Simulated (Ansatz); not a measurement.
Born–Oppenheimer molecular dynamics of BBrFH₃ (6 atoms, charge 0, multiplicity 1). It starts at the highest image of a converged band, a first-order saddle point between two minima.

Level of theory: RKS PBE/def2-SVP (Ansatz).

* ensemble: NVE (velocity Verlet)
* time step: 0.5 fs
* steps asked: 200
* starting velocities drawn for: 100 K
* seed: 5721

First frame:

```xyz
6
Properties=species:S:1:pos:R:3
B 0.010 -0.190 0.042
F 0.006 0.160 1.548
H 1.071 0.089 -0.465
H -1.072 0.018 -0.454
Br 0.084 -2.318 0.575
H 0.046 -1.042 1.676
```

Problem. What does the run give?

Solution. The run went to its last step.

```json
{"steps done": "200", "time covered": "100 fs", "mean temperature over the second half": "978 K", "spread of the potential energy over the second half": "9.1 meV per atom", "mean potential energy of the second half above the start": "-75.6 meV per atom"}
```

The conserved energy stayed within 0.063 meV per atom of its start (net change 0.015 meV per atom), so the integration is sound. The kinetic energy rose, since the run started high on the potential surface and went downhill. It ends in pieces (BFH2 + BrH), so much of that is their flight and rotation, not heat. A run of 0.1 ps of so small a system gives no equilibrium averages. The orbitals stay closed-shell, which can raise the energy where a bond breaks towards radicals; this wasn't checked here.

Problem. What happens to the structure?

Solution. Between its relaxed ends the band would form B1–Br5, F2–H6 and break B1–F2, Br5–H6. These pairs go: B1–Br5 2.20 → 3.23 Å, F2–H6 1.21 → 4.34 Å, B1–F2 1.55 → 1.32 Å, Br5–H6 1.69 → 1.42 Å. In the last frame they stand as before the step (other bonds may differ from the relaxed reactants and products). It ends as BFH2 + BrH. Pairs count as bonded within 1.25 times the sum of covalent radii (0.12 Å more for H–H). Another seed would give other details.

Problem. How do temperature and energy run in time?

Solution. 
```tsv
time (fs)	T (K)	potential energy less start (eV)	conserved less start (meV/atom)
0	100	0.000	0.00
8	45	0.029	0.02
16	32	0.036	0.05
24	69	0.016	0.03
32	222	-0.063	0.01
40	563	-0.239	0.01
48	770	-0.346	0.04
56	862	-0.394	0.03
64	841	-0.383	0.03
72	978	-0.454	0.01
80	1001	-0.466	0.02
88	1135	-0.535	0.01
96	1069	-0.501	0.05
```

Time of the run: 4.9 min on 1 thread of Arm Neoverse V2, on a shared host, peak memory 0.12 GiB.
